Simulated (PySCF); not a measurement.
AsF₃, charge -1, multiplicity 2. Atoms are numbered in the order given.

```xyz
4

F      0.0000     0.0000     1.5006
As     0.0000     0.0000    -0.3089
F      0.0000     1.9454    -0.1841
F      0.0000    -1.9454    -0.1841
```
Charge -1, spin multiplicity 2.

The structure is a stationary point at TPSSh-D3(BJ)/def2-SVPD. The spin state was assumed, not searched.

Calculation: ωB97X/def2-TZVPD run with PySCF.

Mulliken values depend strongly on the basis, most of all with diffuse functions as here. ESP charges are fitted to the potential on shells at 1.4 to 2.0 van der Waals radii. Atomic charges (e):

```csv
atom,Mulliken,ESP fit,meta-Löwdin,Mulliken spin
F1,-0.42,…,-0.54,0.05
As2,0.69,…,0.85,0.90
F3,-0.63,…,-0.66,0.03
F4,-0.63,…,-0.66,0.03
```

### Question
Complete the blanks. (The exact figures need the calculation; the answer reports its results.)

### Answer

- F1, ESP fit: -0.25
- As2, ESP fit: 0.28
- F3, ESP fit: -0.52
- F4, ESP fit: -0.52
